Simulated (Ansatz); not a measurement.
A made-up structure of CH3IMg, closed shell:

C1  (-0.633, 0.505, -0.428)
Mg2  (0.795, -0.637, 0.538)
I3  (2.561, -2.045, 1.733)
H4  (-1.541, -0.072, -0.624)
H5  (-0.264, 0.874, -1.390)
H6  (3.676, -3.257, 2.152)
(Å)

It is relaxed with PBE-D4/def2-SVP and then PBE0-D4/def2-TZVP (Ansatz 0.2.0). Atoms count as bonded within 1.22 times the sum of their covalent radii (H–H: 0.88 Å). The end point is not checked to be a true minimum.

Q: Does its bonding change? (Judge from chemistry; the calculation decides.)

A: The calculation gives: Yes. Formed: C1–H6; broken: I3–H6.

Where it ends: The first stage lowers the energy by 0.61 eV in 15 steps. It ends as CH₃IMg ([CH3][Mg][I]):
```
6
angstrom
C 0.2102 -0.0432 0.3258
Mg 1.4641 -1.6882 0.3357
I 3.0133 -3.7207 0.3480
H -0.8374 -0.3420 0.2284
H 0.4405 0.6276 -0.5068
H 0.3039 0.5341 1.2501
```

Labels in which every atom is bracketed show which atoms are joined, not bond orders.

For scale, one of the runs: PBE0-D4/def2-TZVP relaxation, 131 basis functions, launched by `ansatz run in.yaml --threads 2 --pin off --events-out ev --progress --plain --max-ram 4352MiB`. The run took about 2.5 min on 2 CPU threads of an Arm Neoverse N1 (shared host).
